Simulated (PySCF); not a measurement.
CH₃Cd, charge +1. Atoms are numbered in the order given.

```xyz
5

Cd     0.0000     0.0000    -0.3562
C      0.0000     0.0000     1.8183
H      0.9235     0.5332     2.0621
H      0.0000    -1.0663     2.0621
H     -0.9235     0.5332     2.0621
```
Charge +1, spin multiplicity 1.

Geometry: PBE-D3(BJ)/def2-TZVP. The multiplicity is an assumed one; other spin states were not compared. The isomer is the one that the SMILES or the coordinates give; other isomers of the formula were not compared. The def2 effective core potentials stand for the cores of Cd; spin–orbit coupling is left out.

Method: PBE-D3(BJ)/def2-TZVP (PySCF).

Frequencies are harmonic and unscaled.

Modes within 1.5 cm⁻¹ of each other (mostly degenerate sets) share a row, with their intensities summed.

```json
[
 {"mode": "1", "ν (cm⁻¹)": "404", "IR (km/mol)": "16.5", "moving atoms (share of kinetic energy)": "C 76 %, H 13 %, Cd 12 %"},
 {"mode": "2–3", "ν (cm⁻¹)": "752", "IR (km/mol)": "50.3", "moving atoms (share of kinetic energy)": "H 91 %, C 8 %"},
 {"mode": "4", "ν (cm⁻¹)": "1103", "IR (km/mol)": "68.4", "moving atoms (share of kinetic energy)": "H 86 %, C 14 %"},
 {"mode": "5–6", "ν (cm⁻¹)": "1369", "IR (km/mol)": "9.2", "moving atoms (share of kinetic energy)": "H 93 %"},
 {"mode": "7", "ν (cm⁻¹)": "3008", "IR (km/mol)": "20.6", "moving atoms (share of kinetic energy)": "H 99 %"},
 {"mode": "8–9", "ν (cm⁻¹)": "3158", "IR (km/mol)": "39.9", "moving atoms (share of kinetic energy)": "H 90 %, C 10 %"}
]
```
